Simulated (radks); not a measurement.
Trend from Ni to Pt: ionisation energy by Delta-SCF between NIST ground configurations, and size. All-electron calculation, scalar-relativistic Kohn-Sham, PBE, spin-polarised, spherical densities, finite nucleus; open shells are filled with parallel spins first (spin-orbit coupling, left out, can overturn this in heavy ions); Fermi nuclear charge, rms radius of each element as measured or else 0.836 A^(1/3) + 0.57 fm. Program: a radial shooting solver on a logarithmic mesh with Libxc functionals.

| species | configuration | configuration of the ion | IE (eV) | NIST (eV) | kind | -e(HOMO) (eV) |
|---|---|---|---|---|---|---|
| Ni | [Ar] 3d8 4s2 | [Ar] 3d9 | 7.076 | 7.640 | exp. | 5.462 (4s) |
| Pd | [Kr] 4d10 | [Kr] 4d9 | 8.949 | 8.337 | exp. | 4.048 (4d) |
| Pt | [Xe] 4f14 5d9 6s1 | [Xe] 4f14 5d9 | 9.508 | 8.959 | exp. | 5.622 (5d) |

Reference values: NIST Atomic Spectra Database (exp. = measured, semi-emp. = semi-empirical, theory = theoretical value adopted there). Open shells are spherical and high-spin; term and fine-structure splittings are not resolved. Spin-orbit splitting is averaged out at the scalar-relativistic level.
